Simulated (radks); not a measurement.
Values are calculated unless marked as measured or tabulated.
Pd+, 45 electrons, occupied as [Kr] 4d9. Code: a radial shooting solver on a logarithmic mesh with Libxc functionals. Model: scalar-relativistic Kohn-Sham, PBE, spin-polarised, spherical densities, point nucleus; open shells are filled with parallel spins first (spin-orbit coupling, left out, can overturn this in heavy ions).

Normalised radial functions P(r) = r R(r), r in bohr:

```
   r/bohr * 3d down, o 4p up, + 4d up (the largest magnitude, 1.69, reaches the edge; | marks zero, & curves that meet)
 0.004779                             &
 0.006273                             &
 0.008168                             &
  0.01072                             &o
  0.01407                             &o
  0.01832                             & o
  0.02405                             &  o
  0.03157                             +*  o
  0.04111                             |+*  o
  0.05396                             |+ *  o
  0.07083                             | +  *o
  0.09223                             |  + o   *
   0.1211                             |  o+         *
   0.1589                           o |     +            *
   0.2069                      o      |      +                *
   0.2716                   o         |      +                   *
   0.3536                      o      |   +                    *
   0.4642                            +|o                  *
   0.6093                      +      |         o *
   0.7933                 +           |     *          o
    1.041               +             | *              o
    1.367                +            *           o
     1.78                   +         *     o
    2.336                      +      * o
    3.066                         +   *o
    3.993                           + &
    5.241                            +&
```

3d down: eigenvalue -336.82 eV, 0 radial nodes, <r> = 0.358 bohr, 90 % of the charge inside 0.567 bohr. 4p up: eigenvalue -62.797 eV, 2 radial nodes at r = 0.143, 0.457 bohr, <r> = 1.04 bohr, 90 % of the charge inside 1.54 bohr. 4d up: eigenvalue -14.931 eV, 1 radial node at r = 0.447 bohr, <r> = 1.46 bohr, 90 % of the charge inside 2.35 bohr.
